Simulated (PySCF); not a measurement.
C3H3BF2, SMILES C#CB(F)CF.

Geometry optimised at B3LYP-D3(BJ)/def2-SVP. This is a generated structure with no PubChem entry under its InChIKey; it may be hypothetical. The values are those of a single conformer.

These are B3LYP/def2-TZVP in PySCF values and carry that method's errors.

Isolated molecule, no solvent.

Computed frontier levels, gap, dipole moment and polarisability:
```
Property                                                                                                         Value
---------------------------------------------------------------------------------------------  -----------------------
highest occupied level                                                                                        -8.31 eV
lowest empty level                                                                                            -2.04 eV
orbital gap                                                                                                    6.27 eV
dipole moment                                                                                                   0.53 D
quadrupole, principal values (traceless, Buckingham form, about the centre of nuclear charge)  -12.63, 0.21, 12.43 D·Å
mean static polarisability                                                                        47.0 bohr³ (6.97 Å³)
polarisability, principal values                                                                33.3, 39.1, 68.7 bohr³
```
